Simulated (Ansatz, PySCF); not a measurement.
SbCl₂, SMILES [Cl][Sb][Cl], multiplicity 2. Atoms are numbered in the order given.

```xyz
3

Sb     0.0000     0.0000     0.5961
Cl     0.0000    -1.7960    -0.9393
Cl     0.0000     1.7960    -0.9393
```
Charge 0, spin multiplicity 2.

The structure is a stationary point at B3LYP-D3(BJ)/def2-TZVP. The multiplicity is an assumed one; other spin states were not compared. The isomer is the one that the SMILES or the coordinates give; other isomers of the formula were not compared. The def2 effective core potentials stand for the cores of Sb; spin–orbit coupling is left out.

Two levels are set side by side: PBE-D3(BJ)/def2-TZVP (Ansatz, a first-principles code) and B3LYP-D3(BJ)/def2-TZVP (Ansatz). Each level has its own optimised geometry; the coordinates shown are those of the second. Frequencies come from the Hessian of PySCF at each geometry. Differences are taken from unrounded values.

| quantity | B3LYP-D3(BJ) |
|---|---|
| mean bond length (Å) | 2.363 |
| bond Sb1–Cl2 (Å) | 2.363 |
| bond Sb1–Cl3 (Å) | 2.363 |
| highest harmonic wavenumber (cm⁻¹) | 363 |
| mean harmonic wavenumber (cm⁻¹) | 277 |
| zero-point energy (kcal/mol) | 1.19 |

**Question.** What does PBE-D3(BJ) give, and how far is it from B3LYP-D3(BJ)? (The exact figures need the calculation; the answer reports its results.)

**Answer.** 
| quantity | PBE-D3(BJ) | PBE-D3(BJ) minus B3LYP-D3(BJ) |
|---|---|---|
| mean bond length (Å) | 2.363 | 0.000 |
| bond Sb1–Cl2 (Å) | 2.363 | 0.000 |
| bond Sb1–Cl3 (Å) | 2.363 | 0.000 |
| highest harmonic wavenumber (cm⁻¹) | 360 | -4 |
| mean harmonic wavenumber (cm⁻¹) | 274 | -3 |
| zero-point energy (kcal/mol) | 1.17 | -0.01 |

On these quantities the two levels nearly agree.
